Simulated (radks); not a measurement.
Results of a calculation; reference values are marked as such.
Problem. The mean radii <r> (bohr) of the occupied orbitals of an atom or ion are listed with their occupations. Code: a radial shooting solver on a logarithmic mesh with Libxc functionals. Model: scalar-relativistic Kohn-Sham, PBE, spin-polarised, spherical densities, finite nucleus; Fermi nuclear charge, rms radius of each element as measured or else 0.836 A^(1/3) + 0.57 fm.

| orbital | occ. | <r> |
|---|---|---|
| 1s up | 1 | 0.1036 |
| 1s down | 1 | 0.1036 |
| 2s up | 1 | 0.5174 |
| 2s down | 1 | 0.5168 |
| 2p up | 3 | 0.4815 |
| 2p down | 3 | 0.4806 |
| 3s up | 1 | 1.593 |

Name the element and its charge. Open shells, if any, are filled with parallel spins first.

Solution. Z = 15, phosphorus, charge +4: P4+ in [Ne] 3s1. The 1s radius gives Z: for a bare nucleus <r> = (2 gamma + 1)/(2Z) with gamma = sqrt(1 - (Z/c)^2), 0.0996 bohr for Z = 15, and screening makes it slightly larger (0.1036 here). The occupations add up to 11, and the charge is Z minus that.
